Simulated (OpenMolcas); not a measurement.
Mo2+ among 8 point charges of -1.2 e arranged as a cube (Oh).

- Program: OpenMolcas 26.06
- Method: SS-CASPT2, IPEA 0.25 Eh, imaginary shift 0.1 Eh (closed shells correlated: 4s 4p)
- Basis: ANO-RCC-VDZP [6s5p3d1f]
- Scalar Hamiltonian: DKH2, point nucleus
- Active space: 4 electrons in 5 orbitals (4d)
- State averaging: 2S+1 = 5 even, 5 roots; 2S+1 = 3 even, 45 roots; 2S+1 = 1 even, 50 roots
- Spin-orbit coupling: RASSI with atomic mean-field integrals over the reference wave functions

All point charges move together. At R = 2.09 Å the first state of the same spin is 9550 cm-1, and at R = 2.27 Å it is 6640 cm-1.

Question: A third run gives 5380 cm-1. What distance was it run at?

Answer: With a power law R^-n the two known points give n = -ln(6640 / 9550) / ln(2.27 / 2.09) = 4.40. Then R = 2.09 × (9550 / 5380)^(1/4.40) = 2.381 Å. The run was at 2.38 Å, so the estimate is off by +0.001 Å.

Roots that are degenerate in the reference are averaged as groups; the widest CASPT2 spread within a group is 390 cm-1 (the 3-fold group of multiplicity 1 near 30500 cm-1 above the lowest state of its run, R = 2.27). Shifts and gaps below about the spread of the groups concerned are not significant. An orbital triplet at a regular site is open to Jahn-Teller coupling, which can distort the site and quench the lowest spin-orbit gaps and is left out. Point charges give a weaker field than real ligands, and real ions of this kind are as a rule low spin; the high spin found here belongs to the model. Free-ion shares, where given, are those of the reference states; single-state CASPT2 does not remix them. This shell can be high or low spin here, a state of another spin lies low, and with metal d orbitals alone active their balance is uncertain, so the ground spin may be wrong (holds for R = 2.09). This is an electrostatic model: the charges have no orbitals. No measured value stands beside these numbers.
